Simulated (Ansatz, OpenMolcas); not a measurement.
## A ladder of methods for C2H3In (SMILES C#[C][InH2])

C2H3In has 6 atoms, charge 0, and is taken as a singlet. SMILES: `C#[C][InH2]`. The shape is that of a PBE0-D4/def2-TZVP optimisation.

Each level gives the vertical energy of the triplet above the singlet (eV). The values are calculated.

| level | kind | program | value (eV) | CPU time (all runs) |
| --- | --- | --- | --- | --- |
| SVWN5/def2-SVPD (core potential) | LDA | Ansatz | 3.92 | 16 s |
| revPBE/def2-SVPD (core potential) | GGA | Ansatz | 3.98 | 28 s |
| M06-L/def2-SVPD (core potential) | meta-GGA | OpenMolcas | 4.35 | 2.6 min |
| r2SCAN/def2-SVPD (core potential) | meta-GGA | Ansatz | 4.02 | 56 s |
| PBE0/def2-SVPD (core potential) | global hybrid | OpenMolcas | 4.32 | 99 s |
| wB97X/def2-SVPD (core potential) | range-separated hybrid | Ansatz | 4.77 | 3.1 min |
| PBE-QIDH/def2-SVPD (core potential) | double hybrid | Ansatz | 4.79 | 53 s |
| RPA@PBE/def2-SVPD (core potential) | RPA | Ansatz | 4.26 | 48 s |
| MP2/def2-SVPD (core potential) | perturbation theory | Ansatz | 5.26 | 26 s |
| CCSD/def2-SVPD (core potential) | coupled cluster or CI | Ansatz | 4.82 | 2.3 min |

Spin-orbit coupling is left out. The values span 3.92 to 5.26 eV. In the correlated wave-function rows the outer d shell of In is correlated, in sets not made for it. CPU times are rough (shared hosts, several kinds of processor and program).
